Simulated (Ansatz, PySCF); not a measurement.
Al(Cl)2(SeH) (AlCl2HSe), SMILES [Cl][Al]([Cl])[SeH]. Atoms are numbered in the order given.

```xyz
5

Al    -0.0002     0.5447     0.0000
Cl     1.8195     1.5823     0.0000
Cl    -1.8020     1.6172     0.0000
Se     0.0338    -1.7547     0.0000
H     -1.4421    -1.8144     0.0000
```
Charge 0, spin multiplicity 1.

The structure is a stationary point at B3LYP-D3(BJ)/def2-SVP. The structure was generated by enumeration; whether it is a known compound was not checked. Other conformers were not sampled.

Vertical ionisation energy (IE) and electron affinity (EA) in eV. Rows of orbital energies are one-electron estimates. Where ΔSCF, EOM or ADC give a negative EA the extra electron is unbound and the value depends on the basis.

| level | IE | EA |
|---|---|---|
| −ε(HOMO), −ε(LUMO), B3LYP/def2-TZVP (PySCF) | 7.57 | 1.45 |
| −ε(HOMO), −ε(LUMO), PBE/def2-TZVP (PySCF) | … | … |
| ΔSCF, CAM-B3LYP/def2-SVPD (Ansatz), final states of multiplicity 2 and 2 | 10.11 | 0.06 |
| ΔSCF, PBE/def2-SVPD (Ansatz), final states of multiplicity 2 and 2 | 9.86 | 0.27 |

Fill in the missing entries. (Estimate from the structure and the level; the computed values follow.)


- −ε(HOMO), −ε(LUMO), PBE/def2-TZVP (PySCF), IE: 6.69
- −ε(HOMO), −ε(LUMO), PBE/def2-TZVP (PySCF), EA: 2.03

What vertical singlet–triplet gap does ΔSCF give with CAM-B3LYP/def2-SVPD (Ansatz, a first-principles code) and with PBE/def2-SVPD (Ansatz)? (Estimate from the structure and the level; the computed values follow.)

5.15 and 4.80 eV (triplet above singlet where positive).
